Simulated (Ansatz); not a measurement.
Basis-set extrapolation for `OC[SiH](F)F` (PBE0-D4/def2-TZVP geometry, frozen core, Ansatz). Multiplicity 1, RHF reference.

|  | def2-TZVPP | def2-QZVPP |
| --- | --- | --- |
| HF | -603.154261 | -603.179014 |
| MP2 correlation | -1.028462 | -1.118236 |
| CCSD(T) correlation | -1.084834 | not run |

Energies in hartree. Use E(X) = E(∞) + A·exp(−7.88·√X) for Hartree–Fock and E(X) = E(∞) + B·X^(−2.97) for correlation, with X = 3 and 4, and add CCSD(T) minus MP2 of the smaller set to the MP2 limit.

What is the CCSD(T) energy at the basis-set limit?

HF limit: -603.179014 + (-0.024753) × 0.13774 = -603.18242. MP2 limit: -1.118236 + (-0.089774) × 0.74074 = -1.18474. Higher-order term: -1.084834 − (-1.028462) = -0.05637. Total: -604.42353 hartree, 484.2 kJ/mol below CCSD(T)/def2-TZVPP.
